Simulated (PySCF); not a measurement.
Computed shifts of a molecule C₂H₅FSi₂, PBE/pcSseg-1 run with PySCF, GIAO, gas phase, atoms alike by connectivity averaged where their shifts nearly agree, in ppm (number of nuclei): ¹³C: 108.5 (1), 87.9 (1). ²⁹Si: -6.4 (1), -109.8 (1). ¹⁹F: -243.4 (1). ¹H: 6.10 (1), 3.82 (3), 3.04 (1). References: ¹³C against TMS (σ = 182.0 ppm); ²⁹Si against TMS (σ = 335.4 ppm); ¹⁹F against CFCl3 (σ = 133.6 ppm); ¹H against TMS (σ = 31.49 ppm), references at their B3LYP-D3(BJ)/def2-TZVP geometries, non-relativistic. The structure is a stationary point at B3LYP-D3(BJ)/def2-SVP. One conformer was computed; it need not be the lowest.

Q: Identify the compound among the candidates.
A. C#C[SiH2][SiH2]F
B. F[SiH2]C#C[SiH3]
C. C#C[Si@@H](F)[SiH3]
D. F[Si@H]1C=C[SiH2]1

A: C, C#C[Si@@H](F)[SiH3]
